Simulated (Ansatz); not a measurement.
`[CH3][SnH2][Cl]` + `CBNC` → `CBN(C)C` + `[Cl][SnH3]` at 400 K and 1 bar (substitution at a C–Sn bond).

Isolated molecules relaxed with PBE0-D4/def2-TZVP in Ansatz; ΔE leaves out vibrations. CCSD(T)/CBS adds triple-zeta CCSD(T) − MP2 to the extrapolated MP2 energy (def2 sets, frozen cores). Elements past krypton have def2 core potentials. For Sn outer-core shells are correlated without core-valence functions, which leaves a few kJ/mol of doubt a bond. One conformer a species, not always the lowest.

| species | CCSD(T)/CBS energy (Eh) | H − E (kJ/mol) | S (J/(mol·K)) |
| --- | --- | --- | --- |
| `[CH3][SnH2][Cl]` | -714.90153 | 161.1 | 358.4 |
| `CBNC` | -160.46148 | 304.2 | 336.8 |
| `CBN(C)C` | -199.71235 | 383.5 | 373.5 |
| `[Cl][SnH3]` | -675.62576 | 75.7 | 295.2 |

H − E and S are ideal-gas, rigid-rotor, harmonic terms from PBE0-D4/def2-TZVP, for one conformer and one mirror image of each species. 1 Eh = 2625.50 kJ/mol, R = 8.31446 J/(mol·K).

Problem. By hand: ΔE, ΔH, ΔS and ΔG.

Solution. ΔE = (-199.71235) + (-675.62576) − (-714.90153) − (-160.46148) = 0.02490 Eh = 65.4 kJ/mol. Δ(H − E) = 383.5 + 75.7 − 161.1 − 304.2 = -6.1, so ΔH = 59.3 kJ/mol. ΔS = 373.5 + 295.2 − 358.4 − 336.8 = -26.5 J/(mol·K). ΔG = 59.3 − 400 × (-26.5)/1000 = 69.9 kJ/mol.

Problem. By hand: the equilibrium constant, and the temperature at which ΔG would vanish if ΔH and ΔS stayed fixed.

Solution. log₁₀ K = −ΔG/(RT ln 10) = -9.1. ΔH and −TΔS have one sign here, so there is no such temperature.

ΔH outweighs TΔS. A doubt of 5 kJ/mol in ΔE shifts log₁₀ K by 0.7 here. Other conformers and mirror images would add mixing entropy, several J/(mol·K) or more a flexible species. These are equilibria of isolated gas molecules and say nothing of rates. Largest T1 diagnostic: 0.012 (customary marks: 0.02 for closed shells, 0.045 for open ones).
